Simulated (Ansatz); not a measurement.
`[SiH3][SiH]([SiH3])[SiH3]` + `C[NH][GeH3]` → `C[N]([SiH3])[GeH3]` + `[SiH3][SiH2][SiH3]` at 700 K and 1 bar (cleavage of the Si–Si bond).

Computed with Ansatz on PBE0-D4/def2-TZVP structures; ΔE is electronic, products minus reactants. CBS: MP2 limit from def2 TZ/QZ plus the TZ coupled-cluster correction, frozen cores. For Ge outer-core shells are correlated without core-valence functions, which leaves a few kJ/mol of doubt a bond. Scalar relativity is left out up to krypton.

```
                    species  CCSD(T)/CBS energy (Eh)  H − E (kJ/mol)  S (J/(mol·K))
`[SiH3][SiH]([SiH3])[SiH3]`              -1162.31205           330.8          578.8
              `C[NH][GeH3]`              -2173.06430           268.1          408.1
       `C[N]([SiH3])[GeH3]`              -2463.36560           332.8          504.2
       `[SiH3][SiH2][SiH3]`               -872.02658           258.7          476.9
```

H − E and S are ideal-gas, rigid-rotor, harmonic terms from PBE0-D4/def2-TZVP, for one conformer and one mirror image of each species. 1 Eh = 2625.50 kJ/mol, R = 8.31446 J/(mol·K).

Problem. By hand: ΔE, ΔH, ΔS and ΔG.

Solution. ΔE = (-2463.36560) + (-872.02658) − (-1162.31205) − (-2173.06430) = -0.01583 Eh = -41.6 kJ/mol. Δ(H − E) = 332.8 + 258.7 − 330.8 − 268.1 = -7.4, so ΔH = -49.0 kJ/mol. ΔS = 504.2 + 476.9 − 578.8 − 408.1 = -5.8 J/(mol·K). ΔG = -49.0 − 700 × (-5.8)/1000 = -44.9 kJ/mol.

Problem. By hand: the equilibrium constant, and the temperature at which ΔG would vanish if ΔH and ΔS stayed fixed.

Solution. log₁₀ K = −ΔG/(RT ln 10) = 3.4. ΔG = 0 at ΔH/ΔS = 8448 K, far beyond where these terms or the molecules hold.

The number of gas molecules stays the same, so ΔS is small and ΔH decides. A doubt of 5 kJ/mol in ΔE shifts log₁₀ K by 0.4 here. Other conformers and mirror images would add mixing entropy, several J/(mol·K) or more a flexible species. These are equilibria of isolated gas molecules and say nothing of rates. Largest T1 diagnostic: 0.014 (customary marks: 0.02 for closed shells, 0.045 for open ones).
